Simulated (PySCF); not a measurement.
Input of a run (PBE0-D3(BJ)/def2-SVP geometry optimisation, gas phase (PySCF 2.14.0)), started from GFN2-xTB:
```
{"job": {"xc": "PBE0", "basis": "def2-SVP", "d3": "d3bj", "grid": 1, "kind": "geom"}, "charge": 0, "multiplicity": 1}
C      2.444872    -0.803198    -0.914265
O      1.075163    -0.909419    -0.565657
C      0.400404     0.136597    -0.043733
C      1.064530     1.421253     0.284155
O      2.253019     1.604248     0.334338
C     -0.922584    -0.056400     0.196906
C     -1.609623    -1.354142    -0.084471
C     -1.792693     1.011170     0.792308
F     -1.895120     2.110953     0.015447
F     -3.045571     0.587727     0.987574
F     -1.359067     1.447127     1.992346
H      2.674534    -1.743192    -1.415194
H      3.076642    -0.692972    -0.031671
H      2.628507     0.028976    -1.596058
H      0.362831     2.242241     0.495246
H     -0.893610    -2.067449    -0.476890
H     -2.411950    -1.206381    -0.807533
H     -2.059043    -1.750822     0.825494
```

Output (energies in Eh, forces in Eh/bohr):
```
step   0  E = -681.58203758  max force = 0.015353
step   1  E = -681.58360366  max force = 0.005603
step   2  E = -681.58364041  max force = 0.002530
step   3  E = -681.58374270  max force = 0.001808
step   4  E = -681.58375404  max force = 0.002092
step   5  E = -681.58378281  max force = 0.001029
step   6  E = -681.58380376  max force = 0.001212
step   7  E = -681.58383324  max force = 0.001246
step   8  E = -681.58387046  max force = 0.001210
step   9  E = -681.58391460  max force = 0.001224
step  10  E = -681.58396600  max force = 0.001128
step  11  E = -681.58402855  max force = 0.000929
step  12  E = -681.58408682  max force = 0.000572
step  13  E = -681.58409598  max force = 0.000637
step  14  E = -681.58409971  max force = 0.000371
optimisation converged
```

**Question.** Summarise the run.

**Answer.** The energy falls by 5.4 kJ/mol over 15 energy and gradient evaluations, the largest force component goes from 0.0154 to 3.7e-04 Eh/bohr, and the atoms move by 0.205 Å rms after alignment. The bond that changes most is C7–H18 (allylic carbon to methyl hydrogen), which lengthens by 0.013 Å. Bonds longer at the end by more than 0.005 Å: 9 of 17; shorter: 3. Among the angles that change most is O2–C3–C4, from 122.2° to 119.6°. Among the dihedrals that turn most is C1–O2–C3–C4, from -4° to -37°. The energy never rose by more than 1e-6 Eh on the way. The first step brought 76 % of the lowering.

**Question.** What are the final bond lengths?

**Answer.** C1–O2 1.418 Å, O2–C3 1.340 Å, C3–C4 1.489 Å, C4=O5 1.206 Å, C3=C6 1.359 Å, C6–C7 1.492 Å, C6–C8 1.510 Å, C8–F9 1.343 Å, C8–F10 1.333 Å, C8–F11 1.340 Å, C1–H12 1.098 Å, C1–H13 1.097 Å, C1–H14 1.102 Å, C4–H15 1.111 Å, C7–H16 1.095 Å, C7–H17 1.101 Å, C7–H18 1.102 Å. Numbering counts from 1 in the input's order; the species is `C(F)(F)(/C(=C(/OC)C=O)C)F`.

The run used 189 basis functions and 104 SCF cycles in all. Rough CPU time on one thread of a shared machine: about 12 min.

PBE0-D3(BJ)/def2-SVP frequencies: not computed here. One conformer, not necessarily the lowest.
